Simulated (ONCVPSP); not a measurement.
# Re (Z = 75): excitation energies, all-electron against ONCV

ONCVPSP 4.0.1 input, shortened (lines: element, Z, core and valence counts, functional; n l f; lmax; l rc ep ncon nbas qcut; lloc lpopt rc5 dvloc0; l nproj debl; icmod fcfact rcfact), LDA (Perdew-Wang 92), fully relativistic:

```
  Re 75.00   10    5  -001012      upf
    1    0    2.00
    2    0    2.00
    2    1    6.00
    3    0    2.00
    3    1    6.00
    3    2   10.00
    4    0    2.00
    4    1    6.00
    4    2   10.00
    4    3   14.00
    5    0    2.00
    5    1    6.00
    5    2    5.00
    6    0    1.50
    6    1    0.50
    2
    0    1.55    0.00    3    6    7.90
    1    1.80    0.00    3    6    8.70
    2    1.80    0.00    4    8    4.50
    4    1    1.55    2.00
    0    2    2.80
    1    2    1.50
    2    3    3.90
    0    0.00    0.00
```

Open shells are filled in proportion to 2j + 1.

Energies are relative to the spin-unpolarised reference configuration 5s2 5p6 5d5 6s1.5 6p0.5; without spin polarisation the order of configurations can differ from experiment.

| valence configuration | charge | ΔE all-electron (eV) | error AE − PS (meV) |
| --- | --- | --- | --- |
| 5s2 5p6 5d5 6s1 6p0 | +1 | 7.141 | +0.4 |
| 5s2 5p6 5d6 6s1 6p0 | 0 | -1.419 | +0.9 |

(1) What are ΔE and the potential's error for 5s2 5p6 5d5 6s2 6p0?

(2) What are ΔE and the potential's error for 5s2 5p6 5d5 6s0 6p0?

Levels in the configuration 5s2 5p6 5d5 6s0 6p0:

```json
{"level": "5s j=1/2", "all-electron (eV)": "-102.026", "pseudo (eV)": "-102.074"}
{"level": "5p j=3/2", "all-electron (eV)": "-60.852", "pseudo (eV)": "-60.877"}
{"level": "5p j=1/2", "all-electron (eV)": "-71.956", "pseudo (eV)": "-71.992"}
{"level": "5d j=5/2", "all-electron (eV)": "-21.327", "pseudo (eV)": "-21.328"}
{"level": "5d j=3/2", "all-electron (eV)": "-22.317", "pseudo (eV)": "-22.319"}
```

Answers

(1) ΔE = -2.371 eV all-electron; the error (AE − PS) is 0.0 meV.

(2) ΔE = 23.814 eV all-electron; the error (AE − PS) is +2.2 meV.
